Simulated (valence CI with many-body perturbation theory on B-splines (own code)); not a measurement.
Pt⁵⁺: electric-dipole lines

Method: relativistic CI+MBPT: five valence electrons over a frozen Dirac-Fock core [Xe] 4f14, radial functions for each j: 7 s, 7 p, 8 d, 6 f, 4 g, 1 h, with the one-electron correlation potential Σ1 (screened to all orders), the two-electron term Σ2, the three-electron term Σ3, Breit, model QED; selected single and double excitations, second order for the rest (own B-spline code, finite nucleus).

No measured spectrum was set against this ion. As an estimate, terms of the open shell hold to 2 to 4 % of their energy, and close levels can change places; different configurations can be misplaced against each other by 1,000 to 8,000 cm⁻¹. Among the levels kept, up to 2100 cm⁻¹ of a level comes from second order outside the variational space, and about a tenth of that is noise between levels of different J, which matters for small intervals.

Lines 301 to 350 of 553 in falling wavelength, among levels below 267030 cm⁻¹, chosen from the strongest by gf and those to the six lowest levels. Wavelengths and rates use the calculated energies, so an error of 2000 cm⁻¹ moves a line at 874.1 Å by 1.7 % and its rate by three times that or more. Electric multipoles are in the length gauge, E1 and E2 with the static RPA response of the core. Weak lines are less certain than strong ones. Lines between different terms over intervals too small for the method are left out, as are lines whose strength nearly cancels. Where a level lies close to another of its J and parity, the split of strength between their lines is uncertain. The highest levels of a list are the least certain.

Levels are named by their leading jj configuration (3d3/2^4 stands for four electrons in 3d with j = 3/2), which in mixed levels can hold well under half, so a name can repeat and another be missing. Letters in brackets count levels of one name in rising energy.

```tsv
λ vac (Å)	Upper	Lower	A (s⁻¹)	S (a.u.) with core polarisation	S without
874.1	(5d3/2^2 5d5/2^2 6p3/2) J=9/2 [f]	(5d3/2^2 5d5/2^2 6s) J=11/2 [a]	2.28e+08	7.52e-01	8.91e-01
568.7	(5d3/2^2 5d5/2^2 6p1/2) J=3/2 [a]	(5d3/2^3 5d5/2^2) J=5/2 [b]	2.80e+08	1.02e-01	1.20e-01
563.2	(5d3/2^2 5d5/2^2 6p1/2) J=5/2 [a]	(5d3/2^3 5d5/2^2) J=7/2 [a]	1.90e+08	1.00e-01	1.20e-01
558.9	(5d3/2^3 5d5/2 6p1/2) J=3/2	(5d3/2^4 5d5/2) J=5/2	1.90e+08	6.55e-02	7.85e-02
550.1	(5d3/2^3 5d5/2 6p1/2) J=9/2	(5d3/2^3 5d5/2^2) J=11/2	1.63e+08	1.34e-01	1.61e-01
543.7	(5d3/2^2 5d5/2^2 6p1/2) J=5/2 [b]	(5d3/2^3 5d5/2^2) J=7/2 [a]	1.65e+08	7.88e-02	9.36e-02
540.6	(5d3/2^2 5d5/2^2 6p1/2) J=3/2 [a]	(5d3/2^4 5d5/2) J=5/2	2.61e+08	8.15e-02	9.64e-02
526.3	(5d3/2^2 5d5/2^2 6p1/2) J=1/2 [a]	(5d3/2^3 5d5/2^2) J=3/2	5.92e+08	8.51e-02	1.03e-01
524.5	(5d3/2^2 5d5/2^2 6p1/2) J=5/2 [b]	(5d3/2^4 5d5/2) J=5/2	1.17e+08	5.00e-02	5.87e-02
522.4	(5d3/2^2 5d5/2^2 6p1/2) J=9/2 [a]	(5d3/2^3 5d5/2^2) J=11/2	3.70e+08	2.60e-01	3.13e-01
518.1	(5d3/2^2 5d5/2^2 6p1/2) J=9/2 [a]	(5d3/2^3 5d5/2^2) J=7/2 [a]	1.99e+08	1.37e-01	1.64e-01
518.1	(5d3/2^3 5d5/2 6p1/2) J=7/2 [b]	(5d3/2^4 5d5/2) J=5/2	5.54e+08	3.04e-01	3.57e-01
512.1	(5d3/2 5d5/2^3 6p1/2) J=11/2 [c]	(5d3/2^2 5d5/2^3) J=9/2 [b]	5.32e+08	4.23e-01	4.93e-01
511.1	(5d3/2 5d5/2^3 6p1/2) J=5/2 [e]	(5d3/2 5d5/2^4) J=3/2 [b]	1.11e+09	4.37e-01	5.01e-01
510.8	(5d3/2^2 5d5/2^2 6p1/2) J=11/2 [a]	(5d3/2^3 5d5/2^2) J=9/2	5.33e+08	4.21e-01	4.99e-01
510.5	(5d3/2^3 5d5/2 6p3/2) J=7/2	(5d3/2^2 5d5/2^3) J=9/2 [a]	7.91e+08	4.16e-01	4.76e-01
508.9	(5d3/2^3 5d5/2 6p3/2) J=5/2 [a]	(5d3/2^3 5d5/2^2) J=3/2	3.24e+08	1.26e-01	1.50e-01
508.5	(5d3/2^2 5d5/2^2 6p1/2) J=7/2 [e]	(5d3/2^3 5d5/2^2) J=7/2 [b]	7.00e+08	3.63e-01	4.12e-01
507.4	(5d3/2^2 5d5/2^2 6p1/2) J=11/2 [a]	(5d3/2^3 5d5/2^2) J=11/2	1.86e+08	1.44e-01	1.73e-01
506.1	(5d3/2^3 5d5/2 6p3/2) J=5/2 [a]	(5d3/2^3 5d5/2^2) J=7/2 [a]	5.56e+08	2.13e-01	2.44e-01
505.6	(5d3/2^3 5d5/2 6p3/2) J=9/2	(5d3/2^3 5d5/2^2) J=7/2 [b]	6.41e+08	4.09e-01	4.64e-01
505.5	(5d3/2^3 5d5/2 6p3/2) J=7/2	(5d3/2^3 5d5/2^2) J=7/2 [b]	8.82e+08	4.50e-01	5.13e-01
505.3	(5d3/2^2 5d5/2^2 6p1/2) J=3/2 [b]	(5d3/2^3 5d5/2^2) J=3/2	1.38e+09	3.51e-01	4.14e-01
504.8	(5d3/2^4 6p3/2) J=3/2	(5d3/2^4 5d5/2) J=5/2	9.59e+08	2.43e-01	2.75e-01
504.5	(5d3/2^3 5d5/2 6p3/2) J=1/2 [a]	(5d3/2^3 5d5/2^2) J=3/2	3.98e+08	5.04e-02	5.55e-02
504.1	(5d3/2^3 5d5/2 6p3/2) J=5/2 [b]	(5d3/2^2 5d5/2^3) J=7/2 [a]	1.24e+09	4.72e-01	5.43e-01
502.1	(5d3/2^2 5d5/2^2 6p1/2) J=9/2 [b]	(5d3/2^3 5d5/2^2) J=11/2	3.71e+08	2.32e-01	2.79e-01
501.8	(5d3/2 5d5/2^3 6p1/2) J=11/2 [a]	(5d3/2^2 5d5/2^3) J=9/2 [a]	7.12e+08	5.33e-01	6.36e-01
501.7	(5d3/2^2 5d5/2^2 6p1/2) J=7/2 [a]	(5d3/2^4 5d5/2) J=5/2	1.36e+09	6.80e-01	8.02e-01
501.5	(5d5/2^4 6p1/2) J=1/2	(5d3/2 5d5/2^4) J=3/2 [b]	3.09e+09	3.84e-01	4.48e-01
500.9	(5d3/2^2 5d5/2^2 6p3/2) J=7/2 [h]	(5d3/2 5d5/2^4) J=9/2	8.49e+08	4.21e-01	4.89e-01
499.5	(5d3/2^2 5d5/2^2 6p3/2) J=9/2 [e]	(5d3/2^2 5d5/2^3) J=7/2 [c]	6.79e+08	4.18e-01	4.77e-01
498.5	(5d3/2^2 5d5/2^2 6p1/2) J=13/2	(5d3/2^3 5d5/2^2) J=11/2	1.07e+09	9.13e-01	1.07e+00
498.4	(5d3/2^2 5d5/2^2 6p1/2) J=5/2 [c]	(5d3/2^3 5d5/2^2) J=3/2	3.95e+08	1.45e-01	1.72e-01
498.1	(5d3/2^2 5d5/2^2 6p1/2) J=9/2 [b]	(5d3/2^3 5d5/2^2) J=7/2 [a]	1.77e+09	1.08e+00	1.26e+00
497.7	(5d3/2 5d5/2^3 6p1/2) J=13/2	(5d3/2^2 5d5/2^3) J=13/2	6.52e+08	5.56e-01	6.77e-01
497.3	(5d3/2^2 5d5/2^2 6p3/2) J=9/2 [g]	(5d3/2 5d5/2^4) J=11/2	8.44e+08	5.12e-01	5.90e-01
497.2	(5d3/2 5d5/2^3 6p1/2) J=7/2 [c]	(5d3/2^2 5d5/2^3) J=5/2 [b]	1.08e+09	5.24e-01	6.02e-01
496.7	(5d3/2^2 5d5/2^2 6p3/2) J=9/2 [g]	(5d3/2 5d5/2^4) J=9/2	8.00e+08	4.84e-01	5.46e-01
496.7	(5d3/2^3 5d5/2 6p3/2) J=5/2 [c]	(5d3/2^2 5d5/2^3) J=3/2 [a]	1.59e+09	5.76e-01	6.59e-01
496.1	(5d3/2^3 5d5/2 6p1/2) J=5/2	(5d3/2^4 5d5/2) J=5/2	2.34e+08	8.47e-02	9.89e-02
495.9	(5d3/2 5d5/2^3 6p3/2) J=7/2 [a]	(5d3/2^2 5d5/2^3) J=7/2 [c]	1.02e+09	4.89e-01	5.76e-01
495.9	(5d3/2^2 5d5/2^2 6p3/2) J=9/2 [a]	(5d3/2^2 5d5/2^3) J=9/2 [a]	1.39e+09	8.37e-01	9.54e-01
495.8	(5d3/2^2 5d5/2^2 6p3/2) J=3/2 [a]	(5d3/2^3 5d5/2^2) J=5/2 [b]	1.55e+09	3.73e-01	4.26e-01
494.7	(5d3/2^2 5d5/2^2 6p1/2) J=5/2 [d]	(5d3/2^3 5d5/2^2) J=5/2 [b]	1.31e+09	4.71e-01	5.42e-01
494.1	(5d3/2^2 5d5/2^2 6p1/2) J=11/2 [b]	(5d3/2^3 5d5/2^2) J=9/2	9.17e+08	6.55e-01	7.65e-01
493.7	(5d3/2 5d5/2^3 6p1/2) J=5/2 [d]	(5d3/2^2 5d5/2^3) J=7/2 [b]	9.96e+08	3.55e-01	4.18e-01
493.3	(5d3/2^2 5d5/2^2 6p3/2) J=3/2 [i]	(5d3/2^2 5d5/2^3) J=1/2 [b]	2.74e+09	6.50e-01	7.47e-01
493.0	(5d3/2^2 5d5/2^2 6p3/2) J=9/2 [d]	(5d3/2^2 5d5/2^3) J=7/2 [b]	1.21e+09	7.18e-01	8.15e-01
492.4	(5d3/2^2 5d5/2^2 6p1/2) J=3/2 [a]	(5d3/2^3 5d5/2^2) J=5/2 [a]	1.65e+09	3.90e-01	4.60e-01
```
